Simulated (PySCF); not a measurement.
Gas-phase reaction: 2 InCH3 = 2 InH + C2H4

Method: PySCF energies plus ideal-gas RRHO corrections (1 bar). † marks an energy on the PBE0/def2-TZVP geometry and frequencies; other levels use their own. CCSD(T) freezes the core. All species are closed-shell singlets. B3LYP is the form with VWN-RPA correlation. In: scalar-relativistic def2 core potential, no spin-orbit coupling. InCH3, InH: computed as isolated molecules; such fragments, hydroxides, amides, oligomers or adducts are transient or little studied in the gas. CCSD(T) isn't extrapolated to the basis-set limit.

```tsv
level	ΔH°(298 K), kJ
B3LYP/def2-TZVP†	123
BLYP/def2-TZVP†	115
CCSD(T)/def2-SVP†	121
PBE/def2-TZVP†	(withheld)
PBE0/def2-QZVP†	153
PBE0/def2-TZVP	(withheld)
LDA/def2-TZVP†	(withheld)
ωB97X-V/def2-TZVP†	(withheld)
```

**Question.** Some entries are withheld; supply them.

**Answer.** 
- PBE/def2-TZVP†, ΔH°(298 K), kJ: 145
- PBE0/def2-TZVP, ΔH°(298 K), kJ: 149
- LDA/def2-TZVP†, ΔH°(298 K), kJ: 176
- ωB97X-V/def2-TZVP†, ΔH°(298 K), kJ: 144
